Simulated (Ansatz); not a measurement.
Species: Si$_{2}$NH$_{6}$, charge 0, doublet. Si2NH6 (SMILES [SiH3][N][SiH3], doublet).
B3LYP-D3(BJ)/def2-TZVP minimum from Ansatz (a quantum-chemistry and plane-wave program):
```xyz
9

N      0.0614     0.4458     0.2431
Si    -1.5712     0.2714    -0.2715
Si     1.5537    -0.4088     0.1867
H     -2.0318     1.5680    -0.8223
H     -1.8077    -0.7912    -1.2823
H     -2.3476    -0.0492     0.9541
H      1.7633    -0.9441     1.5568
H      1.6042    -1.5339    -0.7821
H      2.6342     0.5523    -0.1383
```
Charge 0, spin multiplicity 2.

Total energies in cc-pV(D+d)Z, 19 correlated electrons, 11 frozen orbitals. Open shells are spin-unrestricted; no spin-orbit coupling. Correlated methods leave the cores frozen. No relativity.

```
method    program  energy (Eh)  minus CCSDT(Q) (mEh)
--------  -------  -----------  --------------------
HF         Ansatz   -635.80331                406.45
MP2        Ansatz   -636.13846                 71.30
CCSD       Ansatz   -636.19828                 11.48
CCSD(T)    Ansatz   -636.20765                  2.11
CCSDT(Q)   Ansatz   -636.20976                  0.00
```

Rough core times of Ansatz's runs on a shared machine: CCSD(T) 40 s, CCSDT(Q) 20 min.
